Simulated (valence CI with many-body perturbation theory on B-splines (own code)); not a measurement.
Values are calculated unless marked as measured or tabulated.
## Nd¹⁸⁺: magnetic and hyperfine properties of the levels

Level of theory: relativistic CI+MBPT: six valence electrons over a frozen Dirac-Fock core [Kr], a basis of 7 s, 7 p, 8 d, 6 f, 4 g, 1 h functions for each j, with the one-electron correlation potential Σ1, the two-electron term Σ2, the three-electron term Σ3, Breit, model QED; selected CI, second order for the rest, scaled by the run's own slope (own B-spline code, finite nucleus).

No measured levels were compared; by estimate terms of the open shell hold to 2 to 4 % of their energy, and close levels can change places. Core correlation moves these levels by up to 10000 cm⁻¹, and in measured spectra 5 to 20 % of such shifts remained as error; rates that hang on mixing are uncertain with them. Among the levels kept, up to 1100 cm⁻¹ of a level comes from second order outside the variational space, and about a tenth of that is noise between levels of different J, which matters for small intervals. Only levels of the ground parity were solved; by the run's estimate the other parity begins above the list, which can be wrong where configurations are misplaced.

A/g_I is the dipole constant over the nuclear g factor μ/I (μ in nuclear magnetons, uniformly magnetised nucleus), B/Q the quadrupole constant per barn. Both hold the static response of the core; the bare values leave it out. Large factors of s and p1/2 electrons are usually good to 5 to 10 %; those of open d and f shells near neutrality can be off by tens of per cent, and small factors of p3/2, d and f electrons come from cancelling terms and can be off by a factor of two or in sign, in half-filled shells by more. B is blank for J = 1/2, where it vanishes, and for nearly pure S terms. Energies count from the lowest level. Levels with J = 0 are left out.

Levels are named by their leading jj configuration (3d3/2^4 stands for four electrons in 3d with j = 3/2), which in mixed levels can hold well under half, so a name can repeat and another be missing. Letters in brackets count levels of one name in rising energy.

| Level | E (eV) | g | A/g_I (MHz) | A/g_I bare | B/Q (MHz/b) | B/Q bare |
| --- | --- | --- | --- | --- | --- | --- |
| (4d3/2^4 4d5/2^2) J=4 | 0.000 | 1.401 | 2350 | 2860 | 6650 | 6330 |
| (4d3/2^4 4d5/2^2) J=2 | 1.798 | 1.399 | 2340 | 2850 | -2180 | -2060 |
| (4d3/2^3 4d5/2^3) J=3 [a] | 3.076 | 1.450 | 1250 | 1820 | 1110 | 1060 |
| (4d3/2^3 4d5/2^3) J=1 [a] | 4.122 | 1.435 | 1940 | 2500 | -2300 | -2170 |
| (4d3/2^3 4d5/2^3) J=4 | 5.035 | 1.085 | 3670 | 3700 | 4470 | 4260 |
| (4d3/2^3 4d5/2^3) J=5 | 6.532 | 1.121 | 4050 | 4140 | 2430 | 2330 |
| (4d3/2^3 4d5/2^3) J=6 | 6.629 | 1.129 | 4410 | 4520 | -4950 | -4710 |
| (4d3/2^3 4d5/2^3) J=2 [a] | 7.576 | 1.062 | 3770 | 3760 | -4380 | -4160 |
| (4d3/2^3 4d5/2^3) J=3 [b] | 7.878 | 1.009 | 5280 | 5210 | 3030 | 2860 |
| (4d3/2^2 4d5/2^4) J=2 [a] | 8.316 | 1.195 | 3430 | 3630 | -709 | -675 |
| (4d3/2^2 4d5/2^4) J=4 [a] | 10.036 | 0.978 | 4950 | 4820 | -1380 | -1300 |
| (4d3/2^3 4d5/2^3) J=1 [b] | 10.113 | 0.848 | 5040 | 4720 | 3140 | 2980 |
| (4d3/2^3 4d5/2^3) J=2 [b] | 10.545 | 1.190 | 3420 | 3610 | 5730 | 5460 |
| (4d3/2^2 4d5/2^4) J=4 [b] | 10.652 | 1.119 | 4710 | 4800 | -507 | -477 |
| (4d3/2^2 4d5/2^4) J=5 | 11.215 | 1.109 | 4540 | 4620 | -4000 | -3790 |
| (4d3/2^3 4d5/2^3) J=3 [c] | 11.291 | 1.257 | 2940 | 3230 | -4530 | -4310 |
| (4d3/2^2 4d5/2^4) J=3 [a] | 12.131 | 0.996 | 5190 | 5090 | -3300 | -3130 |
| (4d3/2^2 4d5/2^4) J=6 | 12.403 | 1.034 | 5090 | 5050 | -6530 | -6200 |
| (4d3/2^2 4d5/2^4) J=3 [b] | 12.427 | 0.962 | 5680 | 5530 | -2500 | -2380 |
| (4d3/2^2 4d5/2^4) J=1 | 13.768 | 1.224 | 3500 | 3740 | -253 | -238 |
| (4d3/2^2 4d5/2^4) J=4 [c] | 14.415 | 1.045 | 5230 | 5210 | 764 | 732 |
| (4d3/2^2 4d5/2^4) J=2 [b] | 14.453 | 1.053 | 4940 | 4920 | -3210 | -3070 |
| (4d3/2 4d5/2^5) J=1 | 15.899 | 1.488 | -606 | 16.7 | -1820 | -1740 |
| (4d3/2^2 4d5/2^4) J=2 [c] | 17.007 | 0.762 | 7480 | 7040 | -2380 | -2250 |
| (4d3/2^2 4d5/2^4) J=4 [d] | 17.110 | 1.184 | 3770 | 3950 | -6680 | -6350 |
| (4d3/2 4d5/2^5) J=4 | 19.636 | 1.026 | 4930 | 4880 | -4750 | -4500 |
| (4d3/2 4d5/2^5) J=2 | 19.945 | 1.324 | 2720 | 3110 | -6770 | -6450 |
| (4d3/2 4d5/2^5) J=3 | 20.157 | 1.067 | 4740 | 4750 | -7600 | -7240 |
| (4d3/2^2 4d5/2^4) J=2 [d] | 22.658 | 1.001 | 5360 | 5270 | 7620 | 7260 |

(1) Take the isotope of mass number 145, with I = 7/2, μ = -0.656 μN and Q = -0.314 b. What is the hyperfine structure of (4d3/2^4 4d5/2^2) J=4?

## Answers

(1) From the table A = -440 MHz, B = -2090 MHz. Shifts from the centre of gravity in MHz: F = 1/2: 6670, F = 3/2: 6280, F = 5/2: 5560, F = 7/2: 4450, F = 9/2: 2830, F = 11/2: 560, F = 13/2: -2540, F = 15/2: -6680.
